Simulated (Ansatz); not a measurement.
Cost and result for the atomization energy of C2H5FZn (`FC[CH2][ZnH]`) (9 atoms, 8 bonds).

```xyz
9

F     1.343    0.947   -0.207
C     0.647    0.261    0.828
C    -0.520   -0.487    0.253
Zn   -0.616    0.035   -1.645
H     1.396   -0.381    1.295
H     0.349    1.037    1.536
H    -0.388   -1.570    0.319
H    -1.456   -0.237    0.758
H    -0.756    0.395   -3.138
```

The species carries charge 0 and has multiplicity 1. For Zn the d shell is correlated and the shells below it are frozen. Scalar relativity is left out up to krypton. The structure was optimised at the PBE0-D4/def2-TZVP level. It is one conformer, not always the lowest. Program: Ansatz. All runs use 4 threads of an Arm Neoverse V2 on a shared host. Times are those of one run each, without the atoms' runs, and a repeat can differ threefold. Electronic energies, without spin–orbit coupling; frozen cores. CCSD(T)/CBS adds CCSD(T) − MP2 in def2-TZVPP to the MP2 limit, and its time is that of the two runs behind it. T1 = 0.014. With those shells the extrapolation isn't a true limit.

CCSD(T)/CBS is a level of theory with its own doubt, some kJ/mol a heavy atom from the limit and from the frozen cores, so smaller differences don't rank the functionals.

```csv
level,functions,wall time,atomization (kcal/mol),difference from CCSD(T)/CBS,per bond
LDA (SPW92)/def2-TZVPP,227,0.95 s,817.7,109.7,13.7
revPBE-D4/def2-TZVPP,227,1.4 s,704.3,-3.7,-0.5
BLYP-D4/def2-TZVPP,227,1.4 s,702.7,-5.3,-0.7
PBE-D4/def2-TZVPP (with forces),227,1.9 s,722.8,14.8,1.9
PBE0-D4/def2-TZVPP,227,2.2 s,711.4,3.4,0.4
CAM-B3LYP-D4/def2-TZVPP,227,2.8 s,713.0,5.0,0.6
CCSD(T)/def2-SVP,98,3.4 s,675.8,-32.2,-4.0
r2SCANh-D4/def2-TZVPP,227,3.9 s,709.8,1.8,0.2
ωB97X-V/def2-TZVPP,227,6.5 s,713.1,5.1,0.6
ωB97M-V/def2-TZVPP (with forces),227,9 s,711.6,3.6,0.4
MP2/def2-QZVPP,421,15 s,714.1,6.1,0.8
CCSD(T)/def2-TZVPP,227,100 s,692.5,-15.5,-1.9
CCSD(T)/CBS(def2),–,120 s,708.0,0.0,0.0
```

From r2SCAN to r2SCAN0 (25 % exact exchange), in def2-TZVPP and without D4, the atomization energy moves by −10.9 kcal/mol: exact exchange takes away binding that semilocal exchange gives to molecules. In def2-TZVPP, CCSD(T) changes the Hartree–Fock value by +174.4 kcal/mol (the triples alone add +9.8 kcal/mol) and MP2 by +186.7 kcal/mol; breaking electron pairs costs correlation energy, which Hartree–Fock lacks. At CCSD(T), def2-SVP lies −32.2 kcal/mol from the extrapolated value and def2-TZVPP −15.4 kcal/mol: correlation converges slowly with the basis, and small sets miss more of it in the bonded molecule than in its fragments.
